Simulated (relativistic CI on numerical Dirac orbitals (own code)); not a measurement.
# Spin-allowed bands of a d8 ion in an octahedral site, by hand

Problem. A d8 ion in an octahedral site has a 3A2 ground term and spin-allowed bands at ν1 = 8580 and ν2 = 13646 cm⁻¹ (from a computed ligand-field model). Find Δ and the Racah parameter B, and predict the third band.

Working.
1. The F term splits into A2 (−1.2Δ), T2 (−0.2Δ) and T1 (+0.6Δ), so ν1 = E(T2) − E(A2) = Δ = 8580 cm⁻¹.
2. T1(F) mixes with T1(P), which lies at 15B, through an element 0.4Δ. The two roots, counted from A2, are ν2,3 = ½(15B + 3Δ) ∓ ½√[(15B − Δ)² + 12BΔ].
3. Solving the lower root for B gives B = (2ν1² + ν2² − 3ν1ν2)/(15ν2 − 27ν1) = -17801924/-26970 = 660 cm⁻¹.
4. The sum of the roots is 15B + 3Δ, so ν3 = 15B + 3ν1 − ν2 = 21995 cm⁻¹ (455 nm).

Check. The bands were computed by exact diagonalisation of the d8 shell with B = 660 and Δ = 8580 cm⁻¹, which gives ν3 = 21994 cm⁻¹. C does not enter the terms of highest spin.
